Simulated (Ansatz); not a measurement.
`ClC1BC1` and `ClB1CC1Cl` differ in one atom or group.

Ansatz, PBE0-D4/def2-TZVP geometries, multiplicity 1. 

```
                                      property  `ClC1BC1`
size of the dipole moment (PBE/def2-TZVPP) / D       1.78
          HOMO–LUMO gap (PBE0/def2-TZVPP) / eV       5.43
         HOMO–LUMO gap (B3LYP/def2-TZVPP) / eV       5.00
         HOMO energy (ωB97M-V/def2-TZVPP) / eV      -9.60
            HOMO energy (PBE0/def2-TZVPP) / eV      -7.35
           HOMO energy (B3LYP/def2-TZVPP) / eV      -7.14
```

**Question.** What does the change do to each property? (Estimate.)

**Answer.** Ansatz gave: 
| property | `ClB1CC1Cl` | shift |
| --- | --- | --- |
| size of the dipole moment (PBE/def2-TZVPP) / D | 1.72 | -0.06 |
| HOMO–LUMO gap (PBE0/def2-TZVPP) / eV | 5.51 | 0.08 |
| HOMO–LUMO gap (B3LYP/def2-TZVPP) / eV | 5.12 | 0.12 |
| HOMO energy (ωB97M-V/def2-TZVPP) / eV | -9.54 | 0.06 |
| HOMO energy (PBE0/def2-TZVPP) / eV | -7.33 | 0.02 |
| HOMO energy (B3LYP/def2-TZVPP) / eV | -7.11 | 0.03 |

Dipoles are sizes alone; their direction can turn.

B3LYP here is the variant with VWN-RPA as its local correlation; programs differ in this.
